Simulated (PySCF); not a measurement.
ZnCl, SMILES [Cl][Zn+], charge +1. Atoms are numbered in the order given.

```xyz
2

Zn     0.0000     0.0000    -0.7498
Cl     0.0000     0.0000     1.3232
```
Charge +1, spin multiplicity 1.

Geometry optimised at B3LYP-D3(BJ)/def2-TZVP. The spin state was assumed, not searched.

Level of theory: PySCF with PBE/def2-TZVPD.

The molecule is in vacuum.

The total energy comes out as -2238.84540 hartree. The point group is C∞v. The highest occupied level comes out as -13.79 eV and the lowest empty level comes out as -12.09 eV. The orbital gap is 1.70 eV and the dipole moment about the centre of nuclear charge comes out as 4.78 D. The mean static polarisability comes out as 31.2 bohr³ (4.63 Å³) and the polarisability, principal values is 23.9, 23.9, 45.9 bohr³.
